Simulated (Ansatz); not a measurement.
Na₃Br₄, relaxed as a doublet with UKS r2SCAN-D4/def2-SVP in Ansatz, starting from the GFN2-xTB geometry. Force threshold 0.02 eV/Å.

In the doublet, Br4 and Br6 lie 2.96 Å apart (atoms count from 1), so these atoms are partly bonded to each other. Another isomer (doublet) lies 0.04 eV lower at PBE0-D4/def2-SVP; other spin states weren't run for this one.

Start:

| atom | x (Å) | y (Å) | z (Å) |
| --- | --- | --- | --- |
| Na1 | -1.603 | -1.028 | 1.450 |
| Na2 | 1.797 | -1.305 | -0.975 |
| Na3 | -0.310 | 2.259 | -0.654 |
| Br4 | -1.019 | -0.545 | -1.411 |
| Br5 | -1.835 | 1.695 | 1.540 |
| Br6 | 0.746 | -2.460 | 1.294 |
| Br7 | 2.223 | 1.385 | -1.244 |

```json
{"step": "1", "energy (eV)": "-293401.5638", "largest force component (eV/Å)": "0.185", "SCF passes": "59"}
{"step": "2", "energy (eV)": "-293401.6177", "largest force component (eV/Å)": "0.095", "SCF passes": "42"}
{"step": "3", "energy (eV)": "-293401.6314", "largest force component (eV/Å)": "0.028", "SCF passes": "40"}
{"step": "4", "energy (eV)": "-293401.6342", "largest force component (eV/Å)": "0.026", "SCF passes": "39"}
{"step": "5", "energy (eV)": "-293401.6431", "largest force component (eV/Å)": "0.159", "SCF passes": "50"}
{"step": "6", "energy (eV)": "-293401.6644", "largest force component (eV/Å)": "0.120", "SCF passes": "36"}
{"step": "7", "energy (eV)": "-293401.7482", "largest force component (eV/Å)": "0.147", "SCF passes": "45"}
{"step": "8", "energy (eV)": "-293401.7572", "largest force component (eV/Å)": "0.452", "SCF passes": "27"}
{"step": "9", "energy (eV)": "-293401.8129", "largest force component (eV/Å)": "0.065", "SCF passes": "33"}
{"step": "10 (rejected)", "energy (eV)": "-293401.8113", "largest force component (eV/Å)": "0.131", "SCF passes": "27"}
{"step": "11", "energy (eV)": "-293401.8178", "largest force component (eV/Å)": "0.021", "SCF passes": "28"}
{"step": "12", "energy (eV)": "-293401.8196", "largest force component (eV/Å)": "0.005", "SCF passes": "23"}
{"step": "13", "energy (eV)": "-293401.8199", "largest force component (eV/Å)": "0.008", "SCF passes": "23"}
```

Force components are those of the run's own axes.

End:

```
atom    x (Å)    y (Å)    z (Å)
 Na1  -1.7002  -0.7558   1.5123
 Na2   1.9220  -1.0138  -1.0118
 Na3  -0.1666   2.0190  -0.4462
 Br4  -0.9657  -1.1664  -1.2660
 Br5  -1.8956   1.8855   1.6225
 Br6   0.4625  -2.5514   0.9251
 Br7   2.3436   1.5830  -1.3359
```

By distances, no bond broke or formed. The bond that changes most is Na3–Br4, from 2.99 to 3.38 Å (atoms count from 1). The end is the same structure that another start reached.

The force fell under the threshold at step 12, but the optimiser went on. No frequencies were taken in this run, so the end may be a saddle point.

Hardware: 4 threads of Arm Neoverse V1 on a shared host. Wall time 3 min.
